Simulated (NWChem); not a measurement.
Program: NWChem. System: boroxine (H₃B₃O₃), charge 0, spin multiplicity 1, at a geometry optimised with B3LYP/def2-SVP. Level: RHF/def2-SVP.

Input file:

```
start mol
memory heap 200 mb stack 900 mb global 1100 mb
geometry units angstroms nocenter noautoz
  B      0.000000     0.000000     1.380787
  O     -1.184543     0.000000     0.683903
  B     -1.195742     0.000000    -0.690380
  O      0.000000     0.000000    -1.367832
  B      1.195742     0.000000    -0.690380
  O      1.184543     0.000000     0.683903
  H      0.000000     0.000000     2.580471
  H     -2.234712     0.000000    -1.290202
  H      2.234712     0.000000    -1.290202
  symmetry group C2v
end
basis spherical
  * library def2-svp
end
scf
  rhf
  nopen 0
  maxiter 100
  thresh 1e-7
  semidirect memsize 60000000 filesize 0
end
task scf energy
```

Part of the output:

```
             Northwest Computational Chemistry Package (NWChem) 7.3.0
             --------------------------------------------------------

                                NWChem Input Module
                                -------------------

 Scaling coordinates for geometry "geometry" by  1.889725989
 (inverse scale =  0.529177249)

 Turning off AUTOSYM since
 SYMMETRY directive was detected!

                             Geometry "geometry" -> ""
                             -------------------------

 Output coordinates in angstroms (scale by  1.889725989 to convert to a.u.)

  No.       Tag          Charge          X              Y              Z
 ---- ---------------- ---------- -------------- -------------- --------------
    1 B                    5.0000     0.00000000     0.00000000     1.38078700
    2 O                    8.0000    -1.18454300     0.00000000     0.68390300
    3 B                    5.0000    -1.19574200     0.00000000    -0.69038000
    4 O                    8.0000     0.00000000     0.00000000    -1.36783200
    5 B                    5.0000     1.19574200     0.00000000    -0.69038000
    6 O                    8.0000     1.18454300     0.00000000     0.68390300
    7 H                    1.0000     0.00000000     0.00000000     2.58047100
    8 H                    1.0000    -2.23471200     0.00000000    -1.29020200
    9 H                    1.0000     2.23471200     0.00000000    -1.29020200

 Effective nuclear repulsion energy (a.u.)     201.1021073435

            Nuclear Dipole moment (a.u.)
            ----------------------------
        X                 Y               Z
 ---------------- ---------------- ----------------
     0.0000000000     0.0000000000    -0.0000113384

      Symmetry information
      --------------------

 Group name             C2v
 Group number             16
 Group order               4
 No. of unique centers     6

      Symmetry unique atoms

     1    2    3    4    7    8


 Summary of "ao basis" -> "" (spherical)
 ------------------------------------------------------------------------------
       Tag                 Description            Shells   Functions and Types
 ---------------- ------------------------------  ------  ---------------------
 *                          def2-svp                  on all atoms

 Summary of "ao basis" -> "ao basis" (spherical)
 ------------------------------------------------------------------------------
       Tag                 Description            Shells   Functions and Types
 ---------------- ------------------------------  ------  ---------------------
 B                          def2-svp                 6       14   3s2p1d
 O                          def2-svp                 6       14   3s2p1d
 H                          def2-svp                 3        5   2s1p

                                 NWChem SCF Module
                                 -----------------

  ao basis        = "ao basis"
  functions       =    99
  atoms           =     9
  closed shells   =    21
  open shells     =     0
  charge          =   0.00
  wavefunction    = RHF
  use symmetry    = T
  symmetry adapt  = T

 Summary of "ao basis" -> "ao basis" (spherical)
 ------------------------------------------------------------------------------
       Tag                 Description            Shells   Functions and Types
 ---------------- ------------------------------  ------  ---------------------
 B                          def2-svp                 6       14   3s2p1d
 O                          def2-svp                 6       14   3s2p1d
 H                          def2-svp                 3        5   2s1p

      Symmetry analysis of basis
      --------------------------

        a1         41
        a2         11
        b1         31
        b2         16

 Forming initial guess at       0.0s

      Superposition of Atomic Density Guess
      -------------------------------------

 Sum of atomic energies:        -299.08328264

      Non-variational initial energy
      ------------------------------

 Total energy =    -301.883170
 1-e energy   =    -806.411657
 2-e energy   =     303.426380
 HOMO         =      -0.434819
 LUMO         =       0.038443

      Symmetry analysis of molecular orbitals - initial
      -------------------------------------------------

  Numbering of irreducible representations:

     1 a1          2 a2          3 b1          4 b2

  Orbital symmetries:

     1 a1          2 a1          3 b1          4 a1          5 b1
     6 a1          7 a1          8 a1          9 b1         10 a1
    11 b1         12 b1         13 a1         14 b2         15 a1
    16 a1         17 b1         18 b2         19 a2         20 a1
    21 b1         22 b2         23 a2         24 b2         25 a1
    26 b1         27 a1         28 a1         29 b1         30 a1
    31 b1

 Starting SCF solution at       0.3s

 ----------------------------------------------
         Quadratically convergent ROHF

 Convergence threshold     :          1.000E-07
 Maximum no. of iterations :          100
 Final Fock-matrix accuracy:          1.000E-09
 ----------------------------------------------

              iter       energy          gnorm     gmax       time
             ----- ------------------- --------- --------- --------
                 1     -300.3459828435  1.41D+00  3.58D-01      0.3
                 2     -300.4535621232  3.95D-01  9.54D-02      0.3
                 3     -300.4673657057  1.82D-02  4.14D-03      0.4
                 4     -300.4673997497  2.80D-04  9.14D-05      0.5
                 5     -300.4673997601  4.77D-08  1.02D-08      0.6

       Final RHF  results
       ------------------

         Total SCF energy =   -300.467399760110
      One-electron energy =   -810.106131665273
      Two-electron energy =    308.536624561670
 Nuclear repulsion energy =    201.102107343493

        Time for solution =      0.3s

       Symmetry analysis of molecular orbitals - final
       -----------------------------------------------

  Numbering of irreducible representations:

     1 a1          2 a2          3 b1          4 b2

  Orbital symmetries:

     1 a1          2 b1          3 a1          4 a1          5 b1
     6 a1          7 a1          8 a1          9 b1         10 b1
    11 a1         12 b1         13 a1         14 b2         15 a1
    16 b1         17 a1         18 b2         19 a2         20 a1
    21 b1         22 b2         23 a2         24 a1         25 b2
    26 b1         27 a1         28 b1         29 a1         30 b1
    31 a1

             Final eigenvalues
             -----------------

              1
    1  -20.5838
    2  -20.5838
    3  -20.5837
    4   -7.6852
    5   -7.6852
    6   -7.6852
    7   -1.4252
    8   -1.3541
    9   -1.3541
   10   -0.8149
   11   -0.8149
   12   -0.7448
   13   -0.7181
   14   -0.6423
   15   -0.5861
   16   -0.5861
   17   -0.5663
   18   -0.5492
   19   -0.5492
   20   -0.5021
   21   -0.5021
   22    0.1265
   23    0.1265
   24    0.1827
   25    0.1831
   26    0.2513
   27    0.2513
   28    0.3199
   29    0.3277
   30    0.3277
   31    0.3330

                       ROHF Final Molecular Orbital Analysis
                       -------------------------------------

 Vector   19  Occ=2.000000D+00  E=-5.491523D-01  Symmetry=a2
              MO Center= -1.1D-10,  6.2D-19,  5.9D-01, r^2= 2.1D+00
   Bfn.  Coefficient  Atom+Function         Bfn.  Coefficient  Atom+Function
  ----- ------------  ---------------      ----- ------------  ---------------
    19      0.418546  2 O  py                75     -0.418546  6 O  py
    22      0.329427  2 O  py                78     -0.329427  6 O  py

 Vector   20  Occ=2.000000D+00  E=-5.021454D-01  Symmetry=a1
              MO Center=  2.6D-11, -7.3D-14,  4.1D-01, r^2= 4.4D+00
   Bfn.  Coefficient  Atom+Function         Bfn.  Coefficient  Atom+Function
  ----- ------------  ---------------      ----- ------------  ---------------
    48      0.309906  4 O  pz                85     -0.269007  7 H  s
    20      0.235961  2 O  pz                76      0.235961  6 O  pz
    51      0.222238  4 O  pz                 6      0.215091  1 B  pz
    86     -0.192326  7 H  s                 34      0.175686  3 B  pz
    62      0.175686  5 B  pz

 Vector   21  Occ=2.000000D+00  E=-5.021348D-01  Symmetry=b1
              MO Center=  2.7D-12,  1.5D-26, -4.1D-01, r^2= 4.4D+00
   Bfn.  Coefficient  Atom+Function         Bfn.  Coefficient  Atom+Function
  ----- ------------  ---------------      ----- ------------  ---------------
    18      0.285268  2 O  px                74      0.285268  6 O  px
    90      0.232978  8 H  s                 95     -0.232978  9 H  s
    46      0.211311  4 O  px                32      0.201954  3 B  px
    60      0.201954  5 B  px                21      0.195048  2 O  px
    77      0.195048  6 O  px                91      0.166569  8 H  s

 Vector   22  Occ=0.000000D+00  E= 1.265430D-01  Symmetry=b2
              MO Center=  3.0D-13,  4.9D-14,  7.2D-01, r^2= 4.3D+00
   Bfn.  Coefficient  Atom+Function         Bfn.  Coefficient  Atom+Function
  ----- ------------  ---------------      ----- ------------  ---------------
     8      0.740967  1 B  py                 5     -0.381273  1 B  py
    36     -0.370463  3 B  py                64     -0.370463  5 B  py
    50      0.264257  4 O  py                33      0.190628  3 B  py
    61      0.190628  5 B  py                47      0.173074  4 O  py

 Vector   23  Occ=0.000000D+00  E= 1.265472D-01  Symmetry=a2
              MO Center= -2.5D-12,  1.4D-17, -7.2D-01, r^2= 4.3D+00
   Bfn.  Coefficient  Atom+Function         Bfn.  Coefficient  Atom+Function
  ----- ------------  ---------------      ----- ------------  ---------------
    36      0.641699  3 B  py                64     -0.641699  5 B  py
    33     -0.330189  3 B  py                61      0.330189  5 B  py
    22     -0.228858  2 O  py                78      0.228858  6 O  py

 Vector   24  Occ=0.000000D+00  E= 1.826698D-01  Symmetry=a1
              MO Center=  1.1D-15, -1.4D-15,  7.2D-06, r^2= 6.0D+00
   Bfn.  Coefficient  Atom+Function         Bfn.  Coefficient  Atom+Function
  ----- ------------  ---------------      ----- ------------  ---------------
     3      1.340835  1 B  s                 31      1.340848  3 B  s
    59      1.340848  5 B  s                 86     -0.848007  7 H  s
    91     -0.847991  8 H  s                 96     -0.847991  9 H  s
    17     -0.555785  2 O  s                 45     -0.555779  4 O  s
    73     -0.555785  6 O  s                  9      0.260291  1 B  pz

 center of mass
 --------------
 x =   0.00000000 y =   0.00000000 z =  -0.00000115

 moments of inertia (a.u.)
 ------------------
         308.679892940624           0.000000000000           0.000000000000
           0.000000000000         617.343028768763           0.000000000000
           0.000000000000           0.000000000000         308.663135828139

  Mulliken analysis of the total density
  --------------------------------------

    Atom       Charge   Shell Charges
 -----------   ------   -------------------------------------------------------
    1 B    5     4.58   1.99  0.73  0.04  1.41  0.20  0.20
    2 O    8     8.34   1.99  1.05  0.62  2.90  1.76  0.01
    3 B    5     4.58   1.99  0.73  0.04  1.41  0.20  0.20
    4 O    8     8.34   1.99  1.05  0.62  2.90  1.76  0.01
    5 B    5     4.58   1.99  0.73  0.04  1.41  0.20  0.20
    6 O    8     8.34   1.99  1.05  0.62  2.90  1.76  0.01
    7 H    1     1.09   0.76  0.31  0.01
    8 H    1     1.09   0.76  0.31  0.01
    9 H    1     1.09   0.76  0.31  0.01

       Multipole analysis of the density wrt the origin
       ------------------------------------------------

     L   x y z        total         open         nuclear
     -   - - -        -----         ----         -------
     0   0 0 0     -0.000000      0.000000     42.000000

     1   1 0 0     -0.000000      0.000000      0.000000
     1   0 1 0      0.000000      0.000000      0.000000
     1   0 0 1      0.000070      0.000000     -0.000011

     2   2 0 0    -28.344417      0.000000    166.897757
     2   1 1 0      0.000000      0.000000      0.000000
     2   1 0 1     -0.000000      0.000000      0.000000
     2   0 2 0    -22.953984      0.000000      0.000000
     2   0 1 1     -0.000000      0.000000      0.000000
     2   0 0 2    -28.343664      0.000000    166.906083

 Task  times  cpu:        0.6s     wall:        0.6s

 Total times  cpu:        0.6s     wall:        0.6s
```
